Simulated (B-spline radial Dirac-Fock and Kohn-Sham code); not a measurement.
## Atomic niobium: differential elastic cross section for positrons at 427 eV

Model: relativistic (Dirac) partial waves in the static field of the Dirac-Fock atom, without polarisation or absorption potentials. Program: an atomic code on a B-spline grid.

```csv
θ (°),dσ/dΩ (a₀²/sr)
0,135
1,132
2,124
3,111
5,81.8
7,55.2
10,29.0
15,10.7
20,4.80
25,2.53
30,1.54
40,0.733
50,0.413
60,0.256
70,0.171
80,0.121
90,0.0904
100,0.0705
110,0.0572
120,0.0480
130,0.0416
140,0.0371
150,0.0340
160,0.0320
170,0.0309
180,0.0305
```

The total elastic cross section is 12.6 a₀², the first transport cross section 1.40 a₀² and the second, weighted with (3/2) sin²θ, 2.64 a₀². The mean deflection is ⟨1 − cos θ⟩ = 0.111, and 2.6 % of the collisions scatter beyond 90°.

Phase shifts modulo π (rad) for κ = −1 to −5: -0.416, 0.677, 1.406, -1.242, -0.902.

Values without a named source are computed, but for edge energies of neutral atoms, which are taken from tables.
